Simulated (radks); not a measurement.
Values are calculated unless marked as measured or tabulated.
Sc7+, configuration [Ne] 3s2 3p2 (the NIST ground configuration).

Code: a radial shooting solver on a logarithmic mesh with Libxc functionals. Model: non-relativistic Kohn-Sham, PBE, spin-polarised, spherical densities, point nucleus; open shells are filled with parallel spins first.

Energy parts (hartree):
part                       energy
total                  -743.58115
kinetic                 743.07334
electron-nucleus      -1690.76923
Hartree                 238.97086
exchange-correlation    -34.85613

Orbitals (lengths in bohr, moments of r in powers of bohr):
orbital  occ.  eigenvalue (hartree)  <1/r>      <r^4>      <r>
1s up       1             -165.8589  20.53  0.0001353  0.07359
1s down     1             -165.8264  20.54  0.0001353  0.07358
2s up       1             -22.24290  4.271    0.03447   0.3444
2s down     1             -22.21356  4.272    0.03424   0.3441
2p up       3             -19.27565  4.206    0.02747   0.3064
2p down     3             -19.23427  4.205    0.02728   0.3063
3s up       1              -6.25150  1.457      1.712   0.9690
3s down     1              -6.06863  1.453      1.760   0.9731
3p up       2              -5.42068  1.380      1.990   0.9908
3p down     0              -5.24308  1.375      2.065   0.9967

The highest occupied level is 3p up at -147.50 eV. Summed over all electrons, <r^2> = 5.395 bohr^2, which gives a Langevin (diamagnetic) susceptibility term of -4.27 x 10^-6 cm^3/mol. Virial ratio -V/T = 2.00068.
